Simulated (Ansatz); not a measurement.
C₂H₃F₂NSi, SMILES `C[Si](F)(F)C#N`, relaxed with RKS PBE0-D4/def2-TZVP in Ansatz 0.2.0 from a PBE-D4/def2-SVP geometry. The force threshold is 0.005 eV/Å; the program also tests the step.

Charge 0, multiplicity 1.

Start:

```xyz
9

C    -1.216    0.083    0.366
Si    0.337   -0.068   -0.618
F     0.396   -1.459   -1.452
F     0.504    1.144   -1.686
C     1.846   -0.033    0.463
N     2.756   -0.010    1.203
H    -1.297   -0.755    1.087
H    -1.223    1.035    0.934
H    -2.103    0.063   -0.298
```

```
step  energy (eV)  largest force (eV/Å)  largest move (Å)
   1  -16919.3965                 2.400             0.000
   2  -16919.4880                 0.891             0.028
   3  -16919.5137                 0.047             0.025
   4  -16919.5139                 0.023             0.003
   5  -16919.5139                 0.006             0.001
   6  -16919.5140                 0.004             0.006
```

End:

```xyz
9

C    -1.206    0.082    0.360
Si    0.333   -0.068   -0.614
F     0.392   -1.423   -1.422
F     0.497    1.116   -1.646
C     1.834   -0.036    0.458
N     2.733   -0.009    1.176
H    -1.289   -0.743    1.071
H    -1.215    1.021    0.918
H    -2.077    0.061   -0.299
```

Hardware: 4 threads of an Arm Neoverse V2 on a shared host. Wall time 17 s, peak host memory 0.53 GiB.
